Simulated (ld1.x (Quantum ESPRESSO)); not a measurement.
## W (Z = 74): one change to a PAW potential, before and after

- Element: W (Z = 74)
- Generator: ld1.x (Quantum ESPRESSO) 7.5
- Type: PAW
- Functional: PBE
- Relativity: scalar-relativistic
- Frozen core: [Kr] 4d10 4f14
- Valence charge: 14
- Reference configuration: 5s2 5p6 5d4 6s2 6p0
- Partial waves: 5s (bound): rcut 1.35, rcutus 1.45 bohr; 6s (bound): rcut 1.35, rcutus 1.45 bohr; 5p (bound): rcut 2.20, rcutus 2.50 bohr; 6p (bound, empty): rcut 2.20, rcutus 2.50 bohr; 5d (bound): rcut 1.80, rcutus 2.45 bohr; 5d channel at 0.1 Ry: rcut 1.80, rcutus 2.45 bohr
- Local potential: all-electron potential smoothed inside 1.25 bohr (lloc = -1)
- Core correction: Bessel-smoothed model core inside 0.85 bohr
- Augmentation charge: PSQ, inside the norm-conserving radii

All-electron outer shells of the reference configuration (PBE, scalar-relativistic, ld1.x):

| shell | level (eV) | outermost node (bohr) | outermost maximum (bohr) |
| --- | --- | --- | --- |
| 4d | -238.43 | 0.22 | 0.45 |
| 5s | -79.07 | 0.53 | 0.96 |
| 5p | -43.20 | 0.57 | 1.09 |
| 4f | -33.21 | – | 0.43 |
| 6s | -5.71 | 1.28 | 2.67 |
| 5d | -4.48 | 0.63 | 1.49 |
| 6p | -1.36 | 1.54 | 3.75 |

Change: wave 5d channel at 0.1 Ry: rcut 1.80, rcutus 2.45 bohr becomes 5d channel at 3.96 Ry: rcut 1.80, rcutus 2.45 bohr.

Cutoffs: the cutoffs (Ry, on a coarse ladder) from which the occupation-weighted sum of valence levels, in a spherical-Bessel basis at the reference potential, stays within 10 and 1 mRy of its value at 400 Ry; they do not see the model core or the augmentation charge, which bear on the density cutoff. Errors are all-electron minus pseudo energies relative to the spin-unpolarised reference configuration.

Problem. How do hardness, ghosts and transferability respond?

Solution. The potential gets neither clearly harder nor softer (25 Ry and 35 Ry → 25 Ry and 35 Ry); of the 7 tests that both files solve, the error grows in 0 and shrinks in 2 by more than 15 % and 0.3 meV (median size 9.1 → 7.0 meV); neither file shows a bound ghost.

| quantity | base | changed |
| --- | --- | --- |
| cutoff, loose | 25 Ry | 25 Ry |
| cutoff, tight | 35 Ry | 35 Ry |
| bound ghosts | none | none |
| error for 5s2 5p6 5d4 6s1 6p0, meV [ΔE 8.88 eV] | -3.1 | -2.8 |
| error for 5s2 5p6 5d4 6s0 6p0, meV [ΔE 24.56 eV] | -9.1 | -7.0 |
| error for 5s2 5p6 5d3 6s0 6p0, meV [ΔE 49.94 eV] | -28 | -19 |
| error for 5s2 5p6 5d2 6s0 6p0, meV [ΔE 87.16 eV] | -107 | -92 |
| error for 5s2 5p5 5d4 6s2 6p0, meV [ΔE 48.94 eV] | -122 | -120 |
| error for 5s2 5p6 5d4 6s0 6p2, meV [ΔE 9.26 eV] | -1.7 | -1.5 |
| error for 5s2 5p6 5d5 6s1 6p0, meV [ΔE 1.54 eV] | -6.4 | -5.7 |
| s: phases at 2.69 bohr within 0.05 rad from the reference energy up to (Ry; the scan ends near 5) | 3.9 | 3.9 |
| p: phases at 2.69 bohr within 0.05 rad from the reference energy up to (Ry; the scan ends near 5) | 2.3 | 2.3 |
| d: phases at 2.69 bohr within 0.05 rad from the reference energy up to (Ry; the scan ends near 5) | to the end of the scan | to the end of the scan |
| lowest overlap eigenvalue by channel | s 0.21, p 0.70, d 0.81 | s 0.21, p 0.70, d 0.79 |
